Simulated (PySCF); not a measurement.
**BeH2: computed shieldings and shifts**

BeH2, point group D∞h.

Geometry (Å), atoms numbered from 1 in this order:
```xyz
3

Be    0.000    0.000    0.000
H    -0.019   -0.024    1.339
H     0.019    0.024   -1.339
```

GIAO calculations in PySCF 2.14.0 with density-fitted response routines on the PBE0-D3(BJ)/def2-SVP structure: isolated species, non-relativistic, equivalent atoms averaged; basis pcSseg-1.

Task: Give the isotropic shieldings (ppm) with B3LYP, PBE0.

Result: 
```
             atoms       environment  B3LYP   PBE0
               Be1  Be bonded to 2 H     78     80
             H2/H3  hydrogen on a Be  27.99  27.83
HOMO–LUMO gap (eV)                 –   7.68   8.10
```

Task: And the chemical shifts, against references computed in the same way?

Result: 
| atoms | nucleus, reference | B3LYP | PBE0 |
| --- | --- | --- | --- |
| H2/H3 | $^{1}$H, TMS | 3.39 | 3.44 |

Task: Which part of the shielding of Be1 depends on the functional?

Result: Diamagnetic: B3LYP 147, PBE0 147 ppm; paramagnetic: B3LYP -69, PBE0 -67 ppm. The diamagnetic part, set mainly by inner electrons, hardly moves; the paramagnetic part goes with low-lying magnetically allowed excitations and carries the spread.

Task: What couplings does B3LYP/pcJ-1 give?

Result: $^{2}J$(H2,H3) = 47.6 Hz (averaged over equivalent pairs; isotopes $^{1}$H).
